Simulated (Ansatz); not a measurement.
Z-matrix (Å, degrees):
```
C
N 1 1.243
H 1 1.094 2 120.9
H 1 1.096 2 122.5 3 -179.9
B 2 1.377 1 154.1 3 177.1
Br 5 1.927 2 119.8 1 -87.6
F 5 1.325 2 121.6 1 96.9
```

Charge 0, multiplicity 1.

(1) List the PBE/def2-TZVPP orbital energies in eV (Ansatz 0.2.0). (Best estimate.)

Results:

(1) The calculation gave: Occupied: -13088.84, -1681.97, -1516.35, -1516.28, -1516.27, -660.34, -381.31, -271.27, -228.76, -179.50, -170.93, -170.74, -170.71, -67.60, -67.55, -67.53, -67.38, -67.38, -30.39, -23.52, -19.49, -16.81, -13.76, -12.91, -12.23, -11.42, -10.99, -9.46, -8.89, -7.65, -7.09, -6.53. Lowest empty: -2.77, -0.74, 0.41, 0.93, 1.73, 2.28, 2.35, 2.76.
